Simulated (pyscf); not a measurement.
•H₂C–AlH–CH₃ (SMILES [CH2][AlH][CH3]), doublet

Gas-phase minimum from PySCF at ωB97X-D3(BJ)/def2-SVP, one conformer. •H₂C–AlH–CH₃ lies 14.3 kcal/mol over its isomer [H₃C–Al–CH₃]•, and others may lie lower still (electronic energy, ωB97M-D3(BJ)). 

```xyz
9

C      0.3234     0.0093    -1.4601
Al     0.2650     0.1496     0.4687
C     -1.4221     0.4543     1.4132
H     -0.5582     0.0892    -2.1136
H      1.2405    -0.1602    -2.0430
H      1.6283     0.0106     1.2777
H     -2.2895     0.5359     0.7381
H     -1.6291    -0.3630     2.1270
H     -1.3776     1.3796     2.0151
```
Charge 0, spin multiplicity 2.

Bond lengths (Å): C1–Al2 1.935, C1–H4 1.100, C1–H5 1.100, Al2–C3 1.957, Al2–H6 1.591, C3–H7 1.102, C3–H8 1.105, C3–H9 1.105. Bond angles (°): Al2–C1–H4 124.2, Al2–C1–H5 124.4, H4–C1–H5 111.4, C1–Al2–C3 121.2, C1–Al2–H6 118.3, C3–Al2–H6 120.4, Al2–C3–H7 113.2, Al2–C3–H8 111.0, Al2–C3–H9 111.0, H7–C3–H8 107.6, H7–C3–H9 107.7, H8–C3–H9 106.0.

Properties at ωB97X-D3(BJ)/def2-SVP:

| Quantity | Result |
|---|---|
| Harmonic wavenumbers, unscaled | 52, 178, 209, 417, 505, 599, 616, 680, 709, 725, 792, 1233, 1383, 1435, 1438, 1939, 3049, 3129, 3135, 3158, 3219 cm⁻¹ |
| Zero-point energy | 40.9 kcal/mol |
| Rotational symmetry number | 1 |
| Entropy of this conformer at 298 K and 1 atm, rigid rotor and harmonic oscillator, modes under 100 cm⁻¹ raised to 100 | 313.0 J/(mol K) |
| Dipole moment | 0.77 D |
| Spin expectation value S2 | 0.752 |

Single-point totals, which compare only within one level (frozen core for MP2 and CC):

```tsv
level	total energy (hartree)
ωB97X-D3(BJ)/def2-TZVP	-322.30007
PBE/def2-TZVP	-321.96510
r²SCAN/def2-TZVP	-322.14816
B3LYP-D3(BJ)/def2-TZVP	-322.26773
PBE0-D3(BJ)/def2-TZVP	-322.01148
M06-2X/def2-TZVP	-322.15829
ωB97M-D3(BJ)/def2-TZVP	-322.28452
UHF/def2-TZVPP	-321.14489
MP2/def2-TZVPP	-321.54972
CCSD/def2-TZVPP	-321.59371
CCSD(T)/def2-TZVPP	-321.60904
```

Soft torsions are taken as harmonic, which can shift the entropy by several J/(mol K). The CCSD(T) − MP2 part came from Ansatz, without density fitting, on the same reference.
